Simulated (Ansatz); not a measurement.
Molecule: CH₆FSi₂, charge 0, multiplicity 2. It need not be the lowest isomer of its formula. 
Structure (B3LYP-D3(BJ)/def2-TZVP (Ansatz, an electronic-structure program) minimum search):
```xyz
10

F     -1.2960     0.9095    -1.1472
Si    -1.2900     0.0212     0.1951
C      0.2800    -0.9712     0.2645
Si     1.8859     0.0164     0.1632
H     -1.3773     0.9480     1.3440
H     -2.4861    -0.8475     0.1466
H      0.2698    -1.7220    -0.5307
H      0.2801    -1.5194     1.2161
H      3.0692    -0.8584     0.3794
H      1.8861     1.1147     1.1650
```
Charge 0, spin multiplicity 2.

Atomisation energy built up term by term with Ansatz (kcal/mol; UHF references for open shells; valence terms freeze the core; atomic spin-orbit terms are left out). CBS marks a two-point X^-3 extrapolation of the correlation energy; Hartree-Fock from the larger set.

```tsv
term	basis	kcal/mol
Hartree-Fock	aug-cc-pV(Q+d)Z	617.04
CCSD correlation	CBS(aug-cc-pV(T+d)Z,aug-cc-pV(Q+d)Z)	177.56
(T)	CBS(aug-cc-pV(T+d)Z,aug-cc-pV(Q+d)Z)	9.18
core correlation	cc-pwCVTZ	0.86
scalar relativity (X2C)	cc-pVTZ-DK against cc-pVTZ	-1.71
sum: De		802.9
```

(T) makes 1.1 % of the CCSD(T) atomisation energy; under 5 % is typical of single-reference molecules.
